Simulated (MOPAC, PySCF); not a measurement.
H3In, SMILES `[InH3]`, neutral singlet in the gas phase. 

Cartesian coordinates (Å):
SMILES: [InH3]
```xyz
4

In     0.0000     0.0000     0.0000
H     -1.4715    -0.9096     0.0424
H     -0.0521     1.7297    -0.0122
H      1.5236    -0.8200    -0.0301
```
Charge 0, spin multiplicity 1.

All levels are single points at this geometry (B3LYP-D3(BJ)/def2-TZVP); Pople sets use spherical d functions. Orbital energies aren't observables, and empty levels follow the basis.

ωB97X-D3(BJ)/def2-TZVP in PySCF gives dipole (D) = 0.00.

Q: Estimate the dipole (D) from each of these levels: B3LYP/6-311+G** (LANL2DZ on In) in PySCF; PBE/6-31G* (LANL2DZ on In) in PySCF; HF/6-31G* (LANL2DZ on In) in PySCF; AM1 in MOPAC; PM3 in MOPAC.

A: 
| level | dipole (D) |
|---|---|
| B3LYP/6-311+G** (LANL2DZ on In) in PySCF | 0.00 |
| PBE/6-31G* (LANL2DZ on In) in PySCF | 0.00 |
| HF/6-31G* (LANL2DZ on In) in PySCF | 0.00 |
| AM1 in MOPAC | 0.00 |
| PM3 in MOPAC | 0.00 |
